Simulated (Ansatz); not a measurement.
Reaction (cleavage of the Si–Si bond): `F[Si](F)(F)[SiH](Cl)Cl` + HI → `F[Si](F)(F)I` + `Cl[SiH2]Cl`

Gas-phase electronic energies from Ansatz, PBE0-D4/def2-TZVP geometries. CCSD(T)/CBS is the MP2 limit (def2-TZVPP, def2-QZVPP) plus CCSD(T) − MP2 in def2-TZVPP, frozen cores. Functionals use def2-TZVPP. B3LYP here is the variant with VWN-RPA as its local correlation; programs differ in this. HSE06 is defined as in plane-wave codes. def2 core potentials past Kr. For I outer-core shells are correlated without core-valence functions, which leaves a few kJ/mol of doubt a bond. Each species was taken in one conformer, which may not be the lowest.

`F[Si](F)(F)[SiH](Cl)Cl`:

```xyz
8

F     2.183    0.533   -0.551
Si    1.100   -0.436    0.065
F     1.127   -1.778   -0.761
F     1.544   -0.768    1.542
Si   -1.022    0.535    0.020
Cl   -1.496    0.909   -1.929
Cl   -2.335   -0.797    0.836
H    -1.101    1.801    0.778
```

HI:

Z-matrix (Å, degrees):
```
I
H 1 1.610
```

`F[Si](F)(F)I`:

```xyz
5

F    -0.849   -0.381    1.333
Si   -0.137   -0.025   -0.020
F    -0.847    1.239   -0.625
F    -0.351   -1.223   -1.012
I     2.184    0.389    0.324
```

`Cl[SiH2]Cl`:

Z-matrix (Å, degrees):
```
Si
Cl 1 2.040
Cl 1 2.040 2 110.1
H 1 1.476 2 108.5 3 -118.6
H 1 1.476 2 108.5 3 118.6
```

Problem. Is it downhill or uphill in electronic energy at CCSD(T)/CBS, and by how much? (An estimate is asked.)

Solution. The calculation gave: Downhill: ΔE = -92.2 kJ/mol.

Problem. What do these levels give: LDA (SPW92), r2SCAN-D4, r2SCAN0-D4, r2SCAN, B3LYP, r2SCAN0, HSE06, LC-ωPBE, CCSD/def2-SVP, HF/def2-TZVPP, MP2/def2-TZVPP, CCSD(T)/def2-TZVPP? (Best estimate.)

Solution. Computed: LDA (SPW92) -76.5, r2SCAN-D4 -87.5, r2SCAN0-D4 -91.0, r2SCAN -89.0, B3LYP -84.9, r2SCAN0 -92.7, HSE06 -84.7, LC-ωPBE -85.2, CCSD/def2-SVP -82.0, HF/def2-TZVPP -99.2, MP2/def2-TZVPP -98.6, CCSD(T)/def2-TZVPP -86.0 kJ/mol.

Largest T1 diagnostic among the species: 0.011.

From BLYP to BHLYP (50 % exact exchange), in def2-TZVPP and without D4, ΔE moves by −12.4 kJ/mol. The D4 term adds +5.4 kJ/mol with B3LYP and +3.5 kJ/mol with PBE0; it sums over pairs of atoms, weighted by their polarisabilities, and B3LYP, whose exchange is more repulsive, gets the larger term. Leaving LDA and LC-ωPBE aside and taking each functional with its dispersion term where it has one, the values, not all of them listed here, spread over 20.2 kJ/mol, from PBE-QIDH to revPBE-D4.
